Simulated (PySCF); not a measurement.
## Ionisation energy of In⁺ by level of theory

In⁺ [Kr] 4d10 5s2 (1S) → In²⁺ [Kr] 4d10 5s1 (2S), as a difference of total energies. All numbers are calculated (PySCF 2.14, the spin-free X2C one-electron Hamiltonian (Gaussian nucleus), in x2c-QZVPPall (13s9p7d4f1g, 112 functions)). Correlated levels: valence: [Kr] 4d10 frozen; valence and next inner shell: [Ar] 3d10 frozen. The calculations carry no spin-orbit coupling.

```
                                method  ionisation energy (eV)  error (eV)
                                   UHF                  17.015      -1.855
                                   LDA                  19.405      +0.535
                                   PBE                  18.975      +0.105
                                  PBE0                  18.662      -0.208
                                r2SCAN                  18.695      -0.175
                                 M06-L                  18.576      -0.294
                                 B3LYP                  19.035      +0.165
                                PBEsol                  18.974      +0.104
                         MP2 (valence)                  17.674      -1.196
                     SCS-MP2 (valence)                  17.805      -1.065
    MP2 (valence and next inner shell)                  18.901      +0.031
SCS-MP2 (valence and next inner shell)                  18.819      -0.051
```

Reference: 18.870 eV (measured; NIST Atomic Spectra Database, ionization energies).

Errors of the correlated levels include the incompleteness of this basis and the frozen core.
